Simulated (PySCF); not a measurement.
Zn(Br)(OMe) (CH3BrOZn), SMILES C[O][Zn][Br].

Geometry: PBE-D3(BJ)/def2-SVP. The structure was generated by enumeration; whether it is a known compound was not checked. The values are those of a single conformer.

Two levels are set side by side: PBE/def2-TZVP (PySCF) and M06-2X/def2-TZVP (PySCF). Same geometry, gas phase. Differences are taken from unrounded values.

```csv
quantity,M06-2X,PBE,PBE minus M06-2X
orbital gap (eV),8.39,3.82,-4.57
highest occupied level (eV),-9.24,-6.21,3.03
lowest empty level (eV),-0.85,-2.39,-1.54
dipole moment (D),1.38,1.33,-0.06
mean polarisability (bohr³),56.8,63.2,6.4
```

PBE's occupied levels lie high since its potential decays too fast outside the molecule; exact exchange lowers them and widens the gap. PBE's more diffuse valence density responds more strongly to a field. Differences between two approximate levels are no errors against the true value.

Rough cost on one machine, each run with all the roots and properties that it gave: M06-2X against PBE about 3 times.
